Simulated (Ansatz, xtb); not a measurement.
Stretching the Bi1–H2 bond in BiBrH2 (SMILES [Br][BiH2]) (multiplicity 1 held, fragments rigid). Energies count from the point at 1.801 Å.
Geometry at that point (charge 0, multiplicity 1):
```xyz
4

Bi    -0.4338    -0.4863     0.4045
H     -1.8986    -0.1566    -0.5903
H     -0.0349    -1.8803    -0.6640
Br     1.0839     1.2114    -0.9234
```

U- levels take the lowest unrestricted solution at each point, which mixes spins at long bonds. Active spaces are followed from a long bond inwards. Curves can end on different states.

Correlated levels freeze the cores. Filled d and f shells under p-block atoms count as core.

Codes used: Ansatz (Gaussian basis) for Hartree–Fock, density functionals and correlated methods; xtb for the GFN methods.  In def2 rows elements past Kr take small-core potentials, without spin–orbit coupling. The GFN methods have no spin term and hold the electronic entropy of 300 K.

Energies in kcal/mol.

| R (Å) | GFN2-xTB | U-PBE/def2-TZVPP | U-CCSD/def2-TZVPP | FIC-MRCISD on CASSCF(2,2)/def2-TZVPP | FIC-MRCISD+Q on CASSCF(2,2)/def2-TZVPP |
|---|---|---|---|---|---|
| 1.441 | 31.3 | 30.7 | 30.5 | 30.6 | 30.6 |
| 1.621 | 4.5 | 6.2 | 5.7 | 5.8 | 5.8 |
| 1.801 | 0.0 | 0.0 | 0.0 | 0.0 | 0.0 |
| 1.981 | 4.2 | 2.9 | 3.7 | 3.5 | 3.6 |
| 2.161 | 12.4 | 10.1 | 11.7 | 11.2 | 11.3 |
| 2.432 | 27.2 | 23.6 | 26.8 | 24.7 | 24.9 |
| 2.702 | 42.2 | 36.9 | 40.7 | 36.9 | 37.3 |
| 3.152 | 61.9 | 52.8 | 54.4 | 50.5 | 51.1 |
| 3.602 | 74.2 | 58.3 | 58.4 | 56.6 | 57.3 |
| 4.143 | 81.6 | 59.9 | 59.5 | 58.9 | 59.8 |
| 4.863 | 84.3 | 60.4 | 59.7 | 59.6 | 60.5 |
| 5.764 | 85.0 | 60.4 | 59.8 | 59.7 | 60.7 |

Doubts at one or more of the structures used: a spin-contaminated determinant (U-PBE/def2-TZVPP, U-CCSD/def2-TZVPP); T1 above 0.05 (U-CCSD/def2-TZVPP).

Ansatz is a quantum-chemistry and plane-wave program.
